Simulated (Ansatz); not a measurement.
Basis sets compared for `c1ccc(-c2ccc(-c3ccccc3)cc2)cc1`. The state is a singlet with charge 0. Geometry r2SCAN-D4/def2-SVP. Ansatz on 2 threads of AMD EPYC 7R13 on a shared host and a share (18 GiB) of an NVIDIA H100 80GB HBM3; times are rough, and most runs start from earlier orbitals.

```xyz
32

C     3.2688    4.6608    0.6526
C     2.2176    4.4073    1.5395
C     1.4206    3.2726    1.3803
C     1.6574    2.3635    0.3308
C     0.8132    1.1597    0.1624
C    -0.5631    1.1871    0.4566
C    -1.3581    0.0549    0.2952
C    -0.8133   -1.1597   -0.1624
C    -1.6574   -2.3634   -0.3310
C    -1.1477   -3.6485   -0.0619
C    -1.9444   -4.7836   -0.2200
C    -3.2687   -4.6609   -0.6525
C    -3.7887   -3.3915   -0.9247
C    -2.9931   -2.2559   -0.7648
C     0.5636   -1.1879   -0.4537
C     1.3575   -0.0541   -0.2979
C     2.7201    2.6319   -0.5536
C     3.5155    3.7679   -0.3951
H     3.8929    5.5505    0.7772
H     2.0224    5.0937    2.3690
H     0.6194    3.0690    2.0970
H    -1.0213    2.1191    0.7999
H    -2.4213    0.1064    0.5470
H    -0.1222   -3.7539    0.3046
H    -1.5307   -5.7710    0.0061
H    -3.8927   -5.5506   -0.7771
H    -4.8202   -3.2849   -1.2741
H    -3.4014   -1.2704   -1.0078
H     1.0154   -2.1112   -0.8278
H     2.4270   -0.1143   -0.5193
H     2.9043    1.9551   -1.3932
H     4.3284    3.9623   -1.1013
```

Single mean-field runs in def2-TZVP are fitted with def2-universal-jkfit.

Binding counts from free atoms (C triplet, H doublet) in the same basis, without a counterpoise term.

| level | functions | energy (Eh) | HOMO (eV) | LUMO (eV) | binding per atom (eV) | wall time |
| --- | --- | --- | --- | --- | --- | --- |
| PBE-D4/def2-SVP | 322 | -693.0152 | -5.36 | -2.01 | 5.54 | 9 s |
| PBE0-D4/def2-SVP | 322 | -693.0842 | -6.23 | -1.27 | 5.43 | 6.5 s |

Problem. Estimate the rows for PBE-D4/def2-TZVP, PBE0-D4/def2-TZVP (with forces).

Solution. 
| level | functions | energy (Eh) | HOMO (eV) | LUMO (eV) | binding per atom (eV) | wall time |
| --- | --- | --- | --- | --- | --- | --- |
| PBE-D4/def2-TZVP | 642 | -693.7395 | -5.41 | -2.11 | 5.46 | 7 s |
| PBE0-D4/def2-TZVP (with forces) | 642 | -693.8004 | -6.23 | -1.34 | 5.35 | 8 s |
